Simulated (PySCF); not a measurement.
# Ionisation energy along the 14-electron series

Calculated with PySCF 2.14 and a two-component X2C-1e Hamiltonian (Gaussian nucleus, no Breit or QED terms), each ion in its own even-tempered basis scaled to its charge; GMP2 freezes 1s2 and drops the highest virtual spinors. Values in eV. NIST values: (m) measured, (s) semi-empirical, (t) theoretical.

| ion | configuration | GHF (spin-free) | GMP2 (spin-free) | GHF (screened spin-orbit) | GMP2 (screened spin-orbit) | NIST |
| --- | --- | --- | --- | --- | --- | --- |
| Hg⁶⁶⁺ | [Ne] 3s2 3p2 | 7653.1 | 7654.0 | 8014.7 | 8016.5 | 8010 ± 40 (t) |
| Pb⁶⁸⁺ | [Ne] 3s2 3p2 | 8117.9 | 8118.9 | 8528.6 | 8530.4 | 8520 ± 50 (t) |

Task: Fill in the row of Tl⁶⁷⁺.

Result: configuration: [Ne] 3s2 3p2; GHF (spin-free): 7883.5; GMP2 (spin-free): 7884.5; GHF (screened spin-orbit): 8269.0; GMP2 (screened spin-orbit): 8270.9; NIST: 8260 ± 40 (t).
